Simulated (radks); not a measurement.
Species: Tb III. Configuration: [Xe] 4f9.

Calculated with a radial shooting solver on a logarithmic mesh with Libxc functionals: Dirac Kohn-Sham, PBE, spin-unpolarised, spherical densities, finite nucleus; open shells are shared between the two j in proportion to 2j + 1; Fermi nuclear charge, rms radius 5.06 fm.

Energy parts (hartree):
total: -11717.2923
kinetic: 12812.6153
electron-nucleus: -28811.4651
Hartree: 4538.4905
exchange-correlation: -256.9330

Orbitals (lengths in bohr, moments of r in powers of bohr; <r^-3> diverges for s and p1/2):
orbital     occ.  eigenvalue (hartree)  <r^-3>      <r^4>  small-component weight
1s1/2          2             -1903.960       -  1.064e-06                5.88e-02
2s1/2          2             -315.8825       -  0.0001675                1.30e-02
2p1/2          2             -300.2296       -  0.0001034                1.31e-02
2p3/2          4             -272.7933   10440  0.0001370                1.21e-02
3s1/2          2             -70.45094       -   0.006466                4.14e-03
3p1/2          2             -63.63999       -   0.005859                4.08e-03
3p3/2          4             -57.97587    2230   0.007232                3.81e-03
3d3/2          4             -46.23633   376.0   0.005195                3.69e-03
3d5/2          6             -45.00054   332.9   0.005545                3.61e-03
4s1/2          2             -14.35745       -     0.1597                1.32e-03
4p1/2          2             -11.68821       -     0.1815                1.24e-03
4p3/2          4             -10.42787   497.0     0.2243                1.14e-03
4d3/2          4              -6.03177   71.13     0.3215                9.70e-04
4d5/2          6              -5.80418   62.02     0.3447                9.43e-04
4f5/2    3.85714              -0.63385   8.463      3.570                5.39e-04
4f7/2    5.14286              -0.60489   8.107      3.983                5.26e-04
5s1/2          2              -2.25330       -      5.843                2.70e-04
5p1/2          2              -1.53587       -      9.985                2.12e-04
5p3/2          4              -1.37379   62.81      12.96                1.87e-04
5d3/2          0              -0.50608   3.753      88.28                7.62e-05
5d5/2          0              -0.49443   3.213      95.60                7.28e-05
6s1/2          0              -0.52643       -      248.8                4.43e-05

The highest occupied level is 4f7/2 at -16.460 eV. Summed over all electrons, <r^2> = 38.91 bohr^2, which gives a Langevin (diamagnetic) susceptibility term of -30.8 x 10^-6 cm^3/mol. The electron density at the nucleus is 6.867e+05 e/bohr^3. For comparison, the ionisation energy in NIST's Atomic Spectra Database is 21.82 eV (semi-empirical). In exact Kohn-Sham theory the highest level is minus the ionisation energy, but local and semilocal functionals leave it too shallow, through self-interaction and a potential that decays too fast; potentials with the right tail come closer. The density falls to 0.001 e/bohr^3 at r = 3.43 bohr.

Beside tabulated values, note that spin-unpolarised runs miss the spin-polarisation part of the exchange energy of open shells.
